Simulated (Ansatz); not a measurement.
`C[CH2][Sn][CH2]C`, relaxed with RKS PBE-D4/def2-SVP in Ansatz 0.2.0 from a rough embedded geometry. The force threshold is 0.03 eV/Å; the program also tests the step.

The species carries charge 0 and has multiplicity 1. Sn: def2 effective core potential.

Start:

```xyz
15

C     1.655    0.073   -1.314
C     0.634    1.141   -1.254
Sn   -1.305    0.233   -1.109
C    -1.441   -0.942    0.587
C    -1.061   -0.216    1.860
H     1.566   -0.594   -2.133
H     2.696    0.556   -1.348
H     1.635   -0.494   -0.333
H     0.731    1.767   -2.212
H     0.797    1.814   -0.398
H    -2.412   -1.423    0.687
H    -0.684   -1.823    0.458
H    -1.722    0.609    2.022
H    -1.067   -0.882    2.739
H    -0.021    0.180    1.751
```

```csv
step,energy (eV),largest force (eV/Å),largest move (Å)
1,-10131.9259,3.309,0.000
2,-10132.6112,0.945,0.195
3,-10132.7157,0.264,0.172
4,-10132.7264,0.096,0.079
5,-10132.7306,0.064,0.061
6,-10132.7317,0.047,0.018
7,-10132.7328,0.029,0.045
```

End:

```xyz
15

C     1.612    0.032   -1.130
C     0.523    1.108   -1.212
Sn   -1.558    0.277   -1.375
C    -1.374   -0.938    0.507
C    -0.883   -0.168    1.738
H     1.600   -0.646   -2.012
H     2.636    0.467   -1.088
H     1.499   -0.610   -0.231
H     0.690    1.785   -2.075
H     0.534    1.749   -0.301
H    -2.356   -1.421    0.698
H    -0.668   -1.762    0.250
H    -1.561    0.671    2.006
H    -0.816   -0.814    2.642
H     0.124    0.270    1.583
```

Run time 15 s (2 threads of an AMD EPYC 7R13 on a shared host and a share of an NVIDIA H100 80 GB); peak host memory 0.8 GiB.
